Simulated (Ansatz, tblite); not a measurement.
Removing and adding an electron: Na2Cl2. The state is a singlet with charge 0. Geometry: PBE0-D4/def2-TZVP. Ansatz, gas phase; energy differences of separate SCF runs; the oxidised species was run as a doublet alone; the reduced species was run as a doublet alone.

```xyz
4

Na   -1.354   -0.747   -0.389
Na    1.354    0.748    0.389
Cl   -0.791    1.715   -0.545
Cl    0.791   -1.715    0.545
```

The xTB rows come from tblite. Correlated methods freeze 12 core orbitals; core or outer-core shells of Na are correlated, in sets that lack core-valence functions. HOMO above LUMO, or a gap near zero within one spin, warns that the state may not be the lowest or that an electron is smeared out. The structure comes from a short search, and lower isomers may exist.

| level | −HOMO (eV) | vertical IE (eV) | −LUMO (eV) | vertical EA (eV) | HOMO–LUMO gap (eV) | IE − EA (eV) | remarks |
| --- | --- | --- | --- | --- | --- | --- | --- |
| GFN2-xTB | 10.77 | 13.46 | 8.45 | 4.80 | 2.32 | 8.67 | – |
| HF/def2-TZVPP | – | 8.98 | – | – | – | – | – |
| PBE-D4/def2-TZVPD | 6.07 | – | 1.55 | 0.41 | 4.52 | – | HOMO above zero (-1 doublet) |
| r2SCAN-D4/def2-TZVPD | 6.36 | – | 0.87 | 0.26 | 5.49 | – | HOMO above zero (-1 doublet) |
| PBE0-D4/def2-TZVP | 7.36 | 9.47 | 0.98 | – | 6.39 | – | – |
| CCSD(T)/def2-TZVPP | – | 9.98 | – | – | – | – | – |

Question: Estimate the rows for GFN1-xTB, PBE-D4/def2-TZVP, r2SCAN-D4/def2-TZVP, PBE0-D4/def2-TZVPD, MP2/def2-TZVPP, CCSD/def2-TZVPP.

Answer: 
```tsv
level	−HOMO (eV)	vertical IE (eV)	−LUMO (eV)	vertical EA (eV)	HOMO–LUMO gap (eV)	IE − EA (eV)	remarks
GFN1-xTB	12.35	14.32	5.98	3.59	6.37	10.73	–
PBE-D4/def2-TZVP	6.01	9.04	1.54	–	4.47	–	gap within one spin near zero (+1 doublet)
r2SCAN-D4/def2-TZVP	6.33	9.25	0.86	–	5.47	–	gap within one spin near zero (+1 doublet)
PBE0-D4/def2-TZVPD	7.40	–	0.98	0.29	6.42	–	HOMO above zero (-1 doublet)
MP2/def2-TZVPP	–	10.13	–	–	–	–	–
CCSD/def2-TZVPP	–	9.93	–	–	–	–	–
```

Relaxing the oxidised species (PBE0-D4/def2-TZVP) changes its energy by -1.14 eV at PBE0-D4/def2-TZVP, so the adiabatic ionisation energy to this nearest minimum is 8.33 eV. At PBE-D4/def2-TZVP it is 8.16 eV. In the charge 1 doublet, Cl3 and Cl4 lie 2.64 Å apart (atoms count from 1), so these atoms are partly bonded to each other.    A HOMO above zero means that the electron is unbound at that level or that self-interaction error raises the level; the energy of removing that electron tells which. Raw xTB energy differences between charge states are shifted by several eV; the methods need an empirical correction for them.
